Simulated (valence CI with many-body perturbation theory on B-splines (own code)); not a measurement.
# E1 transitions of Gd⁵⁹⁺

Level of theory: relativistic CI+MBPT: three valence electrons over a frozen Dirac-Fock core [He], a basis of 11 s, 11 p, 9 d, 7 f, 5 g, 2 h, 1 i functions for each j, with the one-electron correlation potential Σ1, the two-electron term Σ2, the three-electron term Σ3, Breit, model QED; selected CI, second order for the rest (own B-spline code, finite nucleus).

The last digits are not significant, and no measured levels were compared; by estimate large intervals hold to a few tenths of a per cent, small ones and those within an open d or f shell to about a per cent.

Lines 201 to 250 of 276 in falling wavelength, among levels below 674.25 Ry, chosen from the strongest by gf and those to the six lowest levels. Wavelengths and rates use the calculated energies. Electric multipoles are in the length gauge, E1 and E2 with the static RPA response of the core. Weak lines are less certain than strong ones. Lines between different terms over intervals too small for the method are left out, as are lines whose strength nearly cancels. The highest levels of a list are the least certain.

Levels are named by their leading jj configuration (3d3/2^4 stands for four electrons in 3d with j = 3/2), which in mixed levels can hold well under half, so a name can repeat and another be missing. Letters in brackets count levels of one name in rising energy.

| λ vac (Å) | Upper | Lower | A (s⁻¹) | S (a.u.) with core polarisation | S without |
| --- | --- | --- | --- | --- | --- |
| 1.577 | (2p1/2 2p3/2 3p1/2) J=5/2 | (2s 2p1/2 2p3/2) J=5/2 | 2.71e+14 | 3.15e-03 | 3.15e-03 |
| 1.576 | (2s 2p1/2 3p1/2) J=1/2 [b] | (2s^2 2p1/2) J=1/2 | 1.32e+14 | 5.09e-04 | 5.08e-04 |
| 1.576 | (2s 2p1/2 3d3/2) J=3/2 [a] | (2s 2p1/2^2) J=1/2 | 9.58e+13 | 7.40e-04 | 7.41e-04 |
| 1.576 | (2p1/2 2p3/2 3d3/2) J=5/2 [b] | (2p1/2^2 2p3/2) J=3/2 | 9.90e+14 | 1.15e-02 | 1.15e-02 |
| 1.575 | (2p1/2 2p3/2 3d3/2) J=3/2 [b] | (2p1/2^2 2p3/2) J=3/2 | 8.92e+14 | 6.88e-03 | 6.88e-03 |
| 1.573 | (2p1/2 2p3/2 3p1/2) J=1/2 | (2s 2p1/2 2p3/2) J=3/2 [a] | 4.31e+14 | 1.66e-03 | 1.66e-03 |
| 1.573 | (2p1/2 2p3/2 3d3/2) J=1/2 [b] | (2p1/2^2 2p3/2) J=3/2 | 1.04e+15 | 4.00e-03 | 4.00e-03 |
| 1.572 | (2p1/2 2p3/2 3p1/2) J=3/2 [a] | (2s 2p1/2 2p3/2) J=3/2 [a] | 2.95e+14 | 2.26e-03 | 2.26e-03 |
| 1.569 | (2p1/2 2p3/2 3p1/2) J=5/2 | (2s 2p1/2 2p3/2) J=3/2 [a] | 7.26e+13 | 8.31e-04 | 8.31e-04 |
| 1.569 | (2p1/2 2p3/2 3p1/2) J=3/2 [b] | (2s 2p1/2 2p3/2) J=5/2 | 2.52e+14 | 1.92e-03 | 1.92e-03 |
| 1.569 | (2s 2p3/2 3p1/2) J=1/2 | (2s^2 2p3/2) J=3/2 | 2.15e+14 | 8.20e-04 | 8.19e-04 |
| 1.569 | (2s 2p3/2 3p1/2) J=3/2 [b] | (2s^2 2p3/2) J=3/2 | 1.49e+14 | 1.13e-03 | 1.13e-03 |
| 1.567 | (2s 2p3/2 3d3/2) J=5/2 [a] | (2s 2p1/2 2p3/2) J=5/2 | 3.45e+14 | 3.93e-03 | 3.94e-03 |
| 1.567 | (2s 2p1/2 3d3/2) J=3/2 [b] | (2s 2p1/2^2) J=1/2 | 9.75e+14 | 7.41e-03 | 7.42e-03 |
| 1.567 | (2s 2p3/2 3d5/2) J=3/2 [a] | (2s 2p1/2 2p3/2) J=3/2 [b] | 2.02e+14 | 1.54e-03 | 1.54e-03 |
| 1.567 | (2s 2p3/2 3d5/2) J=3/2 [a] | (2s 2p1/2 2p3/2) J=1/2 | 2.58e+14 | 1.96e-03 | 1.96e-03 |
| 1.566 | (2s 2p3/2 3d3/2) J=3/2 [a] | (2s 2p1/2 2p3/2) J=5/2 | 9.46e+13 | 7.18e-04 | 7.19e-04 |
| 1.566 | (2s 2p3/2 3d3/2) J=7/2 | (2s 2p1/2 2p3/2) J=5/2 | 8.09e+14 | 1.23e-02 | 1.23e-02 |
| 1.566 | (2s 2p1/2 3d3/2) J=1/2 | (2s 2p1/2^2) J=1/2 | 7.64e+14 | 2.90e-03 | 2.90e-03 |
| 1.564 | (2s 2p3/2 3d3/2) J=5/2 [b] | (2s 2p1/2 2p3/2) J=3/2 [b] | 7.72e+14 | 8.74e-03 | 8.75e-03 |
| 1.563 | (2s 2p3/2 3d3/2) J=1/2 [b] | (2s 2p1/2 2p3/2) J=1/2 | 5.82e+14 | 2.19e-03 | 2.19e-03 |
| 1.562 | (2p1/2 2p3/2 3p1/2) J=3/2 [b] | (2s 2p1/2 2p3/2) J=3/2 [a] | 1.01e+12 | 7.59e-06 | 7.54e-06 |
| 1.561 | (2s 2p3/2 3d3/2) J=3/2 [b] | (2s 2p1/2 2p3/2) J=3/2 [b] | 1.58e+14 | 1.19e-03 | 1.19e-03 |
| 1.561 | (2s 2p3/2 3d3/2) J=3/2 [b] | (2s 2p1/2 2p3/2) J=1/2 | 1.86e+14 | 1.39e-03 | 1.40e-03 |
| 1.560 | (2s 2p3/2 3d3/2) J=5/2 [a] | (2s 2p1/2 2p3/2) J=3/2 [a] | 3.37e+14 | 3.79e-03 | 3.80e-03 |
| 1.560 | (2s 2p3/2 3d5/2) J=1/2 | (2s 2p1/2 2p3/2) J=1/2 | 1.40e+14 | 5.25e-04 | 5.26e-04 |
| 1.559 | (2s^2 3d3/2) J=3/2 | (2s^2 2p1/2) J=1/2 | 7.71e+14 | 5.77e-03 | 5.77e-03 |
| 1.559 | (2s 2p3/2 3d3/2) J=3/2 [a] | (2s 2p1/2 2p3/2) J=3/2 [a] | 5.43e+14 | 4.07e-03 | 4.07e-03 |
| 1.559 | (2s 2p3/2 3d3/2) J=1/2 [a] | (2s 2p1/2 2p3/2) J=3/2 [a] | 6.65e+14 | 2.48e-03 | 2.49e-03 |
| 1.555 | (2s 2p3/2 3d5/2) J=3/2 [a] | (2s 2p1/2 2p3/2) J=5/2 | 2.81e+12 | 2.09e-05 | 2.09e-05 |
| 1.555 | (2s 2p3/2 3d5/2) J=5/2 [a] | (2s 2p1/2 2p3/2) J=5/2 | 1.63e+12 | 1.82e-05 | 1.82e-05 |
| 1.554 | (2p1/2 2p3/2 3s) J=3/2 [a] | (2s^2 2p3/2) J=3/2 | 6.21e+12 | 4.61e-05 | 4.60e-05 |
| 1.553 | (2s 2p3/2 3d5/2) J=7/2 [a] | (2s 2p1/2 2p3/2) J=5/2 | 1.79e+13 | 2.65e-04 | 2.65e-04 |
| 1.553 | (2p1/2 2p3/2 3s) J=1/2 | (2s^2 2p3/2) J=3/2 | 1.40e+13 | 5.18e-05 | 5.18e-05 |
| 1.552 | (2s 2p3/2 3d3/2) J=5/2 [b] | (2s 2p1/2 2p3/2) J=5/2 | 1.23e+12 | 1.36e-05 | 1.36e-05 |
| 1.551 | (2p1/2 2p3/2 3s) J=5/2 | (2s^2 2p3/2) J=3/2 | 1.87e+13 | 2.07e-04 | 2.07e-04 |
| 1.550 | (2p1/2^2 3s) J=1/2 | (2s^2 2p1/2) J=1/2 | 4.26e+13 | 1.56e-04 | 1.56e-04 |
| 1.550 | (2p1/2 2p3/2 3s) J=3/2 [b] | (2s^2 2p3/2) J=3/2 | 1.57e+13 | 1.15e-04 | 1.15e-04 |
| 1.547 | (2s 2p3/2 3d5/2) J=5/2 [a] | (2s 2p1/2 2p3/2) J=3/2 [a] | 9.42e+11 | 1.03e-05 | 1.03e-05 |
| 1.546 | (2p1/2 2p3/2 3p3/2) J=1/2 [a] | (2s 2p1/2 2p3/2) J=1/2 | 1.63e+14 | 5.95e-04 | 5.94e-04 |
| 1.545 | (2p1/2 2p3/2 3p3/2) J=3/2 [a] | (2s 2p1/2 2p3/2) J=3/2 [b] | 1.23e+14 | 8.93e-04 | 8.92e-04 |
| 1.545 | (2p1/2 2p3/2 3p3/2) J=3/2 [a] | (2s 2p1/2 2p3/2) J=1/2 | 8.30e+13 | 6.05e-04 | 6.04e-04 |
| 1.544 | (2s 2p3/2 3d3/2) J=5/2 [b] | (2s 2p1/2 2p3/2) J=3/2 [a] | 6.64e+12 | 7.24e-05 | 7.25e-05 |
| 1.542 | (2s 2p1/2 3p3/2) J=3/2 [a] | (2s^2 2p1/2) J=1/2 | 1.03e+14 | 7.48e-04 | 7.48e-04 |
| 1.542 | (2s 2p3/2 3d5/2) J=7/2 [b] | (2s 2p1/2 2p3/2) J=5/2 | 1.24e+13 | 1.79e-04 | 1.79e-04 |
| 1.541 | (2p1/2 2p3/2 3p3/2) J=3/2 [b] | (2s 2p1/2 2p3/2) J=1/2 | 7.15e+13 | 5.17e-04 | 5.16e-04 |
| 1.541 | (2s 2p3/2 3p3/2) J=3/2 [a] | (2s^2 2p3/2) J=3/2 | 1.84e+14 | 1.33e-03 | 1.33e-03 |
| 1.540 | (2p1/2 2p3/2 3p3/2) J=5/2 [b] | (2s 2p1/2 2p3/2) J=3/2 [b] | 1.18e+14 | 1.28e-03 | 1.27e-03 |
| 1.539 | (2s 2p3/2 3d5/2) J=3/2 [b] | (2s 2p1/2 2p3/2) J=5/2 | 5.26e+11 | 3.78e-06 | 3.79e-06 |
| 1.538 | (2s 2p3/2 3p3/2) J=5/2 [a] | (2s^2 2p3/2) J=3/2 | 1.81e+14 | 1.95e-03 | 1.94e-03 |
